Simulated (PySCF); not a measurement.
**How methods differ on the ionisation energy of F²⁺**

F²⁺ [He] 2s2 2p3 (4S) → F³⁺ [He] 2s2 2p2 (3P), as a difference of total energies. Calculation: PySCF 2.14, in aug-cc-pVDZ; the non-relativistic Hamiltonian (point nucleus). Correlated levels: valence: 1s2 frozen. The calculations carry no spin-orbit coupling.

```json
{"method": "UHF", "ionisation energy (eV)": "62.231", "plus first-order spin-orbit estimate": "62.182", "difference from reference of that sum (eV)": "-0.526"}
{"method": "MP2 (valence)", "ionisation energy (eV)": "62.554", "plus first-order spin-orbit estimate": "62.505", "difference from reference of that sum (eV)": "-0.203"}
{"method": "SCS-MP2 (valence)", "ionisation energy (eV)": "62.373", "plus first-order spin-orbit estimate": "62.324", "difference from reference of that sum (eV)": "-0.384"}
{"method": "CCSD (valence)", "ionisation energy (eV)": "62.317", "plus first-order spin-orbit estimate": "62.268", "difference from reference of that sum (eV)": "-0.440"}
{"method": "CCSD(T) (valence)", "ionisation energy (eV)": "62.316", "plus first-order spin-orbit estimate": "62.267", "difference from reference of that sum (eV)": "-0.441"}
{"method": "CCSDT (valence)", "ionisation energy (eV)": "62.315", "plus first-order spin-orbit estimate": "62.266", "difference from reference of that sum (eV)": "-0.442"}
```

Reference: 62.708 eV (semi-empirical (NIST evaluation); NIST Atomic Spectra Database, ionization energies).

A first-order spin-orbit estimate (lowest level to lowest level, LS coupling) adds -0.049 eV.

Errors of the correlated levels include the incompleteness of this basis and the frozen core.
